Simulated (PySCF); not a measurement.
# C₆ coefficients of unlike pairs at PBE

Calculated with PySCF 2.14 from the dipole response of each species, C₆(A,B) = (3/π) ∫ α_A(iu) α_B(iu) du, in atomic units, from isotropic polarisabilities. For ions this is the dispersion term alone; charge-induced terms of lower order in 1/R come first.

```tsv
species	configuration	basis	relativity	α (bohr³)	C₆ (like pair)
P+	[Ne] 3s2 3p2 (3P)	dyall-acv3z (19s12p6d4f)	none	14.46	74.63
Pd	[Kr] 4d10 (1S)	aug-cc-pVTZ-PP with one added diffuse shell each of s, p, d, f, g type with ECP28MDF (7s7p6d4f3g)	core potential	30.87	225.0
P	[Ne] 3s2 3p3 (4S)	aug-cc-pwCVDZ (6s5p3d)	none	26.23	198.7
I	[Kr] 4d10 5s2 5p5 (2P)	aug-cc-pVQZ-DK3 (9s8p6d3f2g)	spin-free X2C	34.51	374.4
```

(1) Estimate C₆ for Pd with P+.

No spin-orbit coupling is included.

The other pairs:

| pair | C₆ |
| --- | --- |
| I, P+ | 166.9 |
| P, P+ | 121.2 |
| I, Pd | 288.5 |
| I, P | 272.1 |
| P, Pd | 209.3 |

Answers

(1) The integral gives 128.2. The combination rule 2 C_A C_B / (C_A α_B/α_A + C_B α_A/α_B) gives 126.9 and the geometric mean 129.6.
